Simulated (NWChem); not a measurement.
# CH4O4Si; SMILES O=C[Si](O)(O)O

```xyz
10

O     -0.2002    -2.2637    -0.1791
C      0.5342    -1.4113     0.3019
Si     0.0664     0.4254     0.0036
O      1.3463     1.0581    -0.8151
O     -1.3622     0.3117    -0.8157
O     -0.1733     1.3313     1.3671
H      1.4330    -1.7301     0.8777
H      1.3768     2.0210    -0.9107
H     -1.5196    -0.6137    -1.0771
H     -1.0993     1.3987     1.6425
```
Atoms are numbered in this order, from 1.

Program: NWChem. Structure relaxed at the B3LYP/6-31G* (spherical d) level. GIAO values for the isolated, static molecule; σ is the absolute isotropic shielding, δ = σ(reference) − σ with the isolated reference molecule computed at the same levels (13C: tetramethylsilane, 1H: tetramethylsilane, 17O: water).

Q: Estimate the computed values for PBE/pcSseg-1. Quantities: δ O1 (ppm); δ C2 (ppm); δ O4 (ppm); δ O5 (ppm); δ H7 (ppm); δ H9 (ppm); δ H10 (ppm).

A: 
```json
{
 "δ O1 (ppm)": "904.0",
 "δ C2 (ppm)": "249.1",
 "δ O4 (ppm)": "57.6",
 "δ O5 (ppm)": "53.2",
 "δ H7 (ppm)": "11.72",
 "δ H9 (ppm)": "3.98",
 "δ H10 (ppm)": "2.13"
}
```
